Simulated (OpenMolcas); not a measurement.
**OpenMolcas run: Ru VIII**

Input:

```
&GATEWAY
Coord
1

Ru 0.0 0.0 0.0
Basis=ANO-R1
Group=XYZ
NoMove
AngMom=0.0 0.0 0.0
AMFI
&SEWARD
&RASSCF
FileOrb=start.orb
Symmetry=1
Spin=2
nActEl=1 0 0
Inactive=9 9
Ras2=5 0
CIRoot=5 5 1
SDav=5
CIMx=300
Iter=120 100
PrWF=0.3
OrbListing=Nothing
MaxOrb=0
Atom
>>> COPY $Project.JobIph JOBPRE
&RASSCF
FileOrb=start.orb
Symmetry=1
Spin=2
nActEl=1 0 0
Inactive=9 9
Ras2=10 0
CIRoot=5 5 1
SDav=10
CIMx=300
Iter=120 100
PrWF=0.3
OrbListing=Nothing
MaxOrb=0
Atom
>>> COPY $Project.JobIph JOB001
&RASSI
NrOfJobIphs=1 5
1 2 3 4 5
IphNames
JOB001
EJob
SpinOrbit
DIPRint=1.0
SOCoupling=1000.0
Subsets=2
MEES
Property=10
'ANGMOM' 1 'ANGMOM' 2 'ANGMOM' 3 'MLTPL  1' 1 'MLTPL  1' 2 'MLTPL  1' 3
'AMFI' 1 'AMFI' 2 'AMFI' 3 'MLTPL  2' 6
SOProperty=3
'ANGMOM' 1 'ANGMOM' 2 'ANGMOM' 3
```

Launched by
```bash
OMP_NUM_THREADS=1 MOLCAS_MEM=2252 MOLCAS_PROJECT=a pymolcas a.inp > a.log  # once for each step of the input, in one work folder
```

A driver script runs the steps one by one and writes start.orb anew before each from the orbitals found so far.

Output, cut to the results:

```
--- SEWARD ---
Basis set label: RU.ANO-R...6S4P3D1F.

      Electronic valence basis set:
      ------------------
      Associated Effective Charge  44.000000 au
      Associated Actual Charge     44.000000 au
      Nuclear Model: Finite nucleus - Gaussian distribution
        Gaussian exponent, Xi/bohr**(-2):  2.09653E+08

      Shell  nPrim  nBasis  Cartesian Spherical Contaminant
         s      23       6        X
         p      16       4        X
         d      12       3                 X
         f       6       1                 X
                  Relativistic X2C integrals
                  Atomic mean-field integrals
--- RASSCF ---
Wave function specifications:
      -----------------------------

      Number of closed shell electrons          36
      Number of electrons in active shells       1
      Max number of holes in RAS1 space          0
      Max nr of electrons in RAS3 space          0
      Number of inactive orbitals               18
      Number of active orbitals                 10
      Number of secondary orbitals              12
      Spin quantum number                      0.5
      State symmetry                             1
Orbital specifications:
      -----------------------

      Symmetry species                           1   2
                                                ag  au
      Frozen orbitals                            0   0
      Inactive orbitals                          9   9
      Active orbitals                           10   0
      RAS1 orbitals                              0   0
      RAS2 orbitals                             10   0
      RAS3 orbitals                              0   0
      Secondary orbitals                         2  10
      Deleted orbitals                           0   0
      Number of basis functions                 21  19
      Number of CSFs                            10
      Number of root(s) required                 5
      Iter CI   SX   CI       RASSCF       Energy    max ROT     max BLB   max BLB  Level Ln srch  Step   QN
          iter iter root      energy       change     param      element    value   shift minimum  type update
 Nr of preliminary CI iterations:   1
 ###############################################################################
 ###############################################################################
 ###                                                                         ###
 ###                                                                         ###
 ###    WARNING: Problems in orbital optimization.                           ###
 ###                                                                         ###
 ###                                                                         ###
 ###############################################################################
 ###############################################################################
  Warning: In symmetry  1, orbital p=  15 has diagonal density matrix element D(p,p) close to zero. D(p,p)=  5.431676E-18
  Warning: In symmetry  1, orbital p=  16 has diagonal density matrix element D(p,p) close to zero. D(p,p)=  5.433135E-18
        ...
  Warning: In symmetry  1, orbital p=  17 has diagonal density matrix element D(p,p) close to zero. D(p,p)=  8.111009E-18
  Warning: In symmetry  1, orbital p=  18 has diagonal density matrix element D(p,p) close to zero. D(p,p)=  8.110901E-18
  Warning: In symmetry  1, orbital p=  19 has diagonal density matrix element D(p,p) close to zero. D(p,p)=  8.111074E-18
        4   1    1    0  -516.18418357    1.82E-12   0.00E+00    9  21 1 -1.68E-08   0.00   0.00    SX    NO
      Convergence after  4 iterations
        5   1    1    0  -516.18418357   -1.82E-12   0.00E+00    9  21 1 -1.68E-08   0.00   0.00    SX    NO
      Natural orbitals and occupation numbers for root  1
      sym 1:  -0.000000   1.000000   0.000000   0.000000   0.000000   0.000000   0.000000   0.000000   0.000000   0.000000
      Natural orbitals and occupation numbers for root  2
      sym 1:   0.000000  -0.000000   1.000000   0.000000  -0.000000   0.000000   0.000000   0.000000   0.000000   0.000000
      Natural orbitals and occupation numbers for root  3
      sym 1:   1.000000   0.000000   0.000000  -0.000000   0.000000   0.000000   0.000000   0.000000   0.000000   0.000000
::    RASSCF root number  1 Total energy:  -4516.18418357
::    RASSCF root number  2 Total energy:  -4516.18418357
...
--- RASSI ---
SPIN-FREE ENERGIES:
  (Shifted by EMIN (a.u.) =      -4516.1841835668)

 SF State       Relative EMIN(au)   Rel lowest level(eV)    D:o, cm**(-1)      L_eff

     1             0.0000000000        0.0000000000              0.0000         2.0
     2             0.0000000000        0.0000000000              0.0000         2.0
     3             0.0000000000        0.0000000000              0.0000         2.0
     4             0.0000000000        0.0000000000              0.0000         2.0
     5             0.0000000000        0.0000000000              0.0000         2.0
     Dipole printing threshold changed to   1.00000000E+00
Eigenvalues of complex Hamiltonian:
   -----------------------------------
  (Shifted by EMIN (a.u.) =      -4516.1841835668)

 SO State       Relative EMIN(au)   Rel lowest level(eV)    D:o, cm**(-1)     J-value

     1            -0.0111228720        0.0000000000              0.0000         0.9
     2            -0.0111228720        0.0000000000              0.0000         1.0
     3            -0.0111228720        0.0000000000              0.0000         1.4
     4            -0.0111228720        0.0000000000              0.0000         1.3
     5             0.0074152480        0.5044479428           4068.6470         1.7
     6             0.0074152480        0.5044479428           4068.6470         1.7
     7             0.0074152480        0.5044479428           4068.6470         2.2
     8             0.0074152480        0.5044479428           4068.6470         2.2
     9             0.0074152480        0.5044479428           4068.6470         2.0
    10             0.0074152480        0.5044479428           4068.6470         2.0
Weights of the five most important spin-orbit-free states for each spin-orbit state.

 SO State  Total energy (au)           Spin-free states, spin, and weights
 -------------------------------------------------------------------------------------------------------
...
```

The J values that RASSI prints are effective ones from its own formula and need not be integers or half-integers; the table below assigns J from the states.

Levels above the lowest, from the spin-orbit matrix, grouped by J:

```
Configuration  Term    J  E (cm-1)      g  Term weight %
           4d    2D  3/2       0.0  0.800            100
           4d    2D  5/2      4069  1.200            100
```

With one active electron outside closed inactive shells, the extra shells (5d) add no correlation to the reference. With one active electron the reference holds no correlation, so core polarisation is missing. The basis is small and was not contracted for so high a charge. Levels of configurations outside the active space are missing. The first state left out of the spin-orbit step lies near 450000 cm-1 above the lowest spin-free state of the reference (among the parities and spins computed), and the list stops at four fifths of that energy or lower.

The RASSCF and RASSI steps took 3.3 s on 1 thread of Arm Neoverse V2, on a shared host; the integral step is not counted.

The term weight is that of the spin-free term in the level, not the purity of its configuration.
